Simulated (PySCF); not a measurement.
# Bond energies at HF/def2-SVP beside a composite method

PySCF, lowest determinants of a PBE0 search. The composite is CCSD(T) extrapolated to the basis-set limit from two correlation-consistent sets, with core-valence (CV) and scalar-relativistic (SR) terms as its label shows; it has no spin–orbit coupling and nothing beyond (T).

| species | state (unpaired electrons) | De HF (eV) | De composite (eV) | composite | dissociates to |
| --- | --- | --- | --- | --- | --- |
| PbN | doublet (π ↑) | -1.71 | 2.31 | CCSD(T)/CBS(DT) | Pb + N |
| SiN | doublet (σ ↑) | 0.83 | 4.66 | CCSD(T)/CBS(TQ)+CV+SR | Si + N |
| GeP | doublet (π ↑) | 0.94 | 3.28 | CCSD(T)/CBS(DT) | Ge + P |
| InI | singlet (closed shell) | 2.60 | 3.61 | CCSD(T)/CBS(DT) | In + I |
| AlS | doublet (σ ↑) | 2.45 | 4.25 | CCSD(T)/CBS(TQ)+CV+SR | Al + S |
| RbF | singlet (closed shell) | 2.64 | 5.09 | CCSD(T)/CBS(DT)+CV | Rb + F |
| SrF | doublet (σ ↑) | 3.98 | 5.51 | CCSD(T)/CBS(DT)+CV | Sr + F |
| SiO | singlet (closed shell) | 4.42 | 8.31 | CCSD(T)/CBS(TQ)+CV+SR | Si + O |

Task: Does HF bind more or less than the composite, by how much on average, and where is the difference largest?

Result: HF/def2-SVP binds less on average, method and basis taken together: the mean signed difference is -2.61 eV and the mean absolute one 2.61 eV; it is largest for PbN (-4.02 eV).

The molecules are drawn from runs that passed checks on state, spin purity and fit, so the hardest cases are missing and the errors look smaller than over all diatomics.

Correlated steps freeze the inner cores (5 to 15 orbitals); shallow outer-core shells are correlated. UHF and ROHF references stand side by side, which adds small steps between rows. These are scalar-relativistic numbers at best; spin–orbit coupling would shift them, the dissociation energy most. Where the molecule has an RHF reference, its open-shell atoms are computed with UHF. The CCSD T1 diagnostic is raised in AlS, PbN, SiN, SiO, a sign that a single reference may not be enough there. UHF is strongly spin-contaminated for PbN, SiN, so the ROHF reference used there is far from stable. A negative De means that the minimum lies above the separated atoms at that level. States were picked by a PBE0 search and need not be the measured ground states.
